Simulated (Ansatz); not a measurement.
Program: Ansatz. Geometries: PBE0-D4/def2-TZVP. ΔE: electronic, gas phase. CBS: MP2 limit from def2 TZ/QZ plus the TZ coupled-cluster correction, frozen cores. This one scheme is used for every species. Functionals use def2-TZVPP. B3LYP here is the variant with VWN-RPA as its local correlation; programs differ in this. For Zn outer-core shells are correlated without core-valence functions, which leaves a few kJ/mol of doubt a bond. Scalar relativity is left out up to krypton. One conformer a species, not always the lowest.

`C[O][Zn][OH]` + `CCl` → `[OH][Zn][CH2]Cl` + CH₃OH  (formal exchange of groups at a Zn–O bond)

| level | ΔE (kcal/mol) | difference from CCSD(T)/CBS |
| --- | --- | --- |
| r2SCAN-D4 | 9.9 | -0.1 |
| B97M-V | 11.0 | 1.0 |
| PBE0-D4 | 8.5 | -1.5 |
| B3LYP-D4 | 10.0 | 0.0 |
| r2SCANh-D4 | 9.8 | -0.2 |
| r2SCAN0-D4 | 9.6 | -0.4 |
| CAM-B3LYP-D4 | 10.6 | 0.6 |
| ωB97M-V | 8.8 | -1.2 |
| PBE-QIDH | 9.6 | -0.4 |
| PBE | 8.6 | -1.4 |
| LC-ωPBE | 9.7 | -0.3 |
| MP2/def2-SVP | 12.5 | 2.5 |
| SCS-MP2/def2-TZVPP | 11.1 | 1.1 |
| CCSD(T)/def2-TZVPP | 10.1 | 0.1 |
| HF/def2-QZVPP | 13.8 | 3.8 |
| CCSD/CBS(def2) | 10.3 | 0.3 |
| CCSD(T)/CBS | 10.0 | 0 |

Largest T1 diagnostic among the species: 0.017.

Leaving LDA and LC-ωPBE aside and taking each functional with its dispersion term where it has one, the values, not all of them listed here, spread over 2.6 kcal/mol, from PBE-D4 to B97M-V. LDA lies −0.9 kcal/mol from PBE without D4. In def2-TZVPP, CCSD(T) changes the Hartree–Fock value by −2.9 kcal/mol (the triples alone add −0.4 kcal/mol) and MP2 by −2.9 kcal/mol. At CCSD(T), def2-SVP lies +2.4 kcal/mol from the extrapolated value and def2-TZVPP +0.1 kcal/mol.
